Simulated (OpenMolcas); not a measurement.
Pt4+ among 6 point charges of -1.7 e arranged as a tetragonal octahedron (D4h), 2.11 Å from the ion, with the axial distance 2.068 Å.
```
   2.1100    0.0000    0.0000  -1.70
   0.0000    2.1100    0.0000  -1.70
  -2.1100    0.0000    0.0000  -1.70
   0.0000   -2.1100    0.0000  -1.70
   0.0000    0.0000    2.0678  -1.70
   0.0000    0.0000   -2.0678  -1.70
```

```yaml
Program: OpenMolcas
Method: "SS-CASPT2, IPEA 0.25 Eh, imaginary shift 0.1 Eh (closed shells correlated: 5s 5p)"
Basis: ANO-RCC-VDZP [7s6p4d2f]
Scalar_Hamiltonian: DKH2, point nucleus
Active_space: 6 electrons in 5 orbitals (5d)
State_averaging: 2S+1 = 5 even, 5 roots; 2S+1 = 3 even, 45 roots; 2S+1 = 1 even, 50 roots
Spin-orbit_coupling: state interaction with AMFI integrals over the reference wave functions
```

Q: What is the spin-free ground state (labels of D4, the rotations of D4h)?

A: 5B2, 1-fold in its orbital part, 100 % from free-ion D terms; it has the highest spin that d6 allows.

Q: Where is the first state of the same spin?

A: 5E at 508 cm-1 above the ground state.

Q: What are the lowest two levels with spin-orbit coupling?

A: A 1-fold level A1, then a 2-fold level E 260 cm-1 above it. Their leading multiplicities are 5 (72 %) and 5 (82 %).

Q: What is χT at 300 K?

A: 4.08 cm3 K/mol.

Spin-orbit coupling mixes the spin-free states strongly: the lowest level takes only 56 % from its leading state, 5B2. This shell can be high or low spin here, a state of another spin lies low, and with metal d orbitals alone active their balance is uncertain, so the ground spin may be wrong. Point charges give a weaker field than real ligands, and real ions of this kind are as a rule low spin; the high spin found here belongs to the model. Free-ion shares, where given, are those of the reference states; single-state CASPT2 does not remix them. This is an electrostatic model: the charges have no orbitals. No measured value stands beside these numbers.
